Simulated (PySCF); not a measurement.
A structure optimised at B3LYP-D3(BJ)/def2-SVP, used in a PySCF frequency run:

```xyz
14

N      0.0000     0.0000     2.2213
B      0.0000     0.0000     0.8023
N      0.1520    -1.1503    -0.0513
C     -0.1399    -0.7580    -1.4246
C      0.1399     0.7580    -1.4246
N     -0.1520     1.1503    -0.0513
H     -0.1142     0.8383     2.7734
H      0.1142    -0.8383     2.7734
H     -0.0830    -2.0971     0.2179
H     -1.1999    -0.9436    -1.6976
H      0.4851    -1.2840    -2.1677
H     -0.4851     1.2840    -2.1677
H      1.1999     0.9436    -1.6976
H      0.0830     2.0971     0.2179
```
Charge 0, spin multiplicity 1.

Write its SMILES, formula and point group.

NB1NCCN1, C2H8BN3, C2

What are its rotational constants (standard atomic weights)?

7.1375, 3.1541, 2.2764 GHz
